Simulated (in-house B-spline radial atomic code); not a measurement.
**RPA and G0W0 on PBE: Cd**

Configuration [Kr] 4d10 5s2, mean-field start PBE. Computed with an all-electron radial atomic-structure program (B-spline basis): all electrons, scalar-relativistic (spin-free one-electron X2C), finite nucleus, each spin shell either full or empty, empty states to l = 9 with an (l + 1/2)⁻⁴ tail; G0W0 by contour deformation at full frequency.

Command:
```bash
python run_gw.py task.json out
```
Settings (radii: box in bohr, nucleus in fm):
```
Z                        48
electrons                48
configuration            [Kr] 4d10 5s2
hamiltonian              x2c
method                   pbe,pbe
lmax                     9
rms_radius               4.6087
spin_polarised           False
box_radius               40
intervals                72
ion_configuration        [Kr] 4d10 5s1
```

Time taken, with all properties: 8.7 s on 1 thread of Arm Neoverse V2, on a shared host.

Energies (hartree):

```
                                     term        value
                         mean-field total  -5593.64138
Hartree-Fock functional on these orbitals  -5591.35112
                      direct second order      -4.4353
                    second-order exchange       1.2239
                         SOSEX correction       1.1093
```

What is the RPA correlation energy, and what remains with SOSEX?

RPA gives -3.7712 hartree (-2.14 eV per electron); RPA + SOSEX gives -2.6619, and the second-order doubles -3.2113 hartree (no singles). RPA lacks exchange-type terms and so overcorrelates at short range.

Quasi-particle levels (eV):

| level | occupied | mean field | Σx - vxc | Σc | QP weight | G0W0 |
| --- | --- | --- | --- | --- | --- | --- |
| 5s | yes | -5.655 | -2.01 | ? | ? | ? |
| 5p | no | -1.186 | 2.77 | -0.98 | 0.912 | 0.598 |

G0W0 = mean field + (Σx - vxc) + Σc, with Σc (partial-wave tail included) taken at the quasi-particle energy. Only the outer levels were computed. Levels of low weight are left out. An empty level above zero is unbound and depends on the box.

Where does G0W0 put 5s?

At -9.030 eV, with Σc = -1.36 eV and a quasi-particle weight of 0.816. The tabulated removal energy is 8.994 eV (NIST, measured); the calculation leaves out spin-orbit coupling, Breit and QED terms, and what these don't explain is the method's own error.

What does it cost to remove one electron (to [Kr] 4d10 5s1) by differences of total energies, each species on its own start (correlation terms add to the Hartree-Fock functional)?

PBE 9.040 eV, Hartree-Fock functional 7.210 eV, + RPA 9.352 eV, + RPA + SOSEX 8.841 eV, + second order 10.557 eV. Tabulated: 8.994 eV (NIST, measured); the calculation leaves out spin-orbit coupling, Breit and QED terms, and what these don't explain is the method's own error.
